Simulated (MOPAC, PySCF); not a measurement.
BCl2F, SMILES `FB(Cl)Cl`, neutral singlet in the gas phase. 

Cartesian coordinates (Å):
SMILES: FB(Cl)Cl
```xyz
4

F     -0.1114     1.4027    -0.0027
B     -0.0077     0.0966    -0.0002
Cl     1.5724    -0.6295     0.0005
Cl    -1.4534    -0.8698     0.0024
```
Charge 0, spin multiplicity 1.

All levels are single points at this geometry (PBE0-D3(BJ)/def2-TZVP); Pople sets use spherical d functions. Orbital energies aren't observables, and empty levels follow the basis.

HF/3-21G in PySCF gives HOMO (eV) = -13.19.

Task: Estimate the HOMO (eV) from each of these levels: PBE-D3(BJ)/def2-TZVP in PySCF; ωB97X-D3(BJ)/def2-TZVP in PySCF; B3LYP/6-311+G** in PySCF; B3LYP/6-31G* in PySCF; BP86/6-31G* in PySCF; SVWN5/6-31G* in PySCF; HF/6-31G* in PySCF; PM6 in MOPAC.

Result: 
```tsv
level	HOMO (eV)
PBE-D3(BJ)/def2-TZVP in PySCF	-7.95
ωB97X-D3(BJ)/def2-TZVP in PySCF	-11.94
B3LYP/6-311+G** in PySCF	-9.22
B3LYP/6-31G* in PySCF	-9.02
BP86/6-31G* in PySCF	-7.95
SVWN5/6-31G* in PySCF	-7.96
HF/6-31G* in PySCF	-12.86
PM6 in MOPAC	-11.65
```
